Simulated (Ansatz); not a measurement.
```yaml
crystal:
  periodic: [true, true, true]
  atoms:
    - {symbol: C, position_ang: [-1.446664, 0.665277, 1.123466]}
    - {symbol: Hf, position_ang: [-0.092976, 0.038427, -0.533285]}
    - {symbol: C, position_ang: [1.722978, -0.780755, 0.467529]}
    - {symbol: O, position_ang: [-0.943900, -1.391732, -1.492466]}
    - {symbol: O, position_ang: [0.421443, 1.608671, -1.512442]}
    - {symbol: H, position_ang: [-0.962889, 1.417306, 1.758825]}
    - {symbol: H, position_ang: [-2.389646, 1.098677, 0.771470]}
    - {symbol: H, position_ang: [-1.702322, -0.188343, 1.763176]}
    - {symbol: H, position_ang: [2.194139, -0.021054, 1.103327]}
    - {symbol: H, position_ang: [1.464257, -1.631046, 1.110312]}
    - {symbol: H, position_ang: [2.485893, -1.129640, -0.237681]}
    - {symbol: H, position_ang: [-1.337233, -1.957323, -2.148169]}
    - {symbol: H, position_ang: [0.586930, 2.271536, -2.174074]}
basis:
  gaussian: {orbitals: ANO-RCC-VTZP}
hamiltonian: {xc: {name: BHLYP}, dispersion: d3bj}
accuracy: high
output: {forces: true}
```

```sh
$ ansatz run in.yaml --threads 8 --pin off --events-out ev --progress --plain --max-ram 18278MiB
```

It prints (some lines left out):

```
Error: YAML parse error: error: line 2 column 3: crystal: missing field `lattice` (a structure is typed as `lattice` and `atoms`, a molecule's as `atoms` in Å alone, or read from a run's directory, `checkpoint`)
 --> <input>:2:3
1 | crystal:
2 |   periodic: [true, true, true]
3 |   atoms:
4 |     - {symbol: C, position_ang: [-1.446664, 0.665277, 1.123466]}
```

Something in this input is off. What?

The molecule is marked periodic without a cell. The program refused the input.
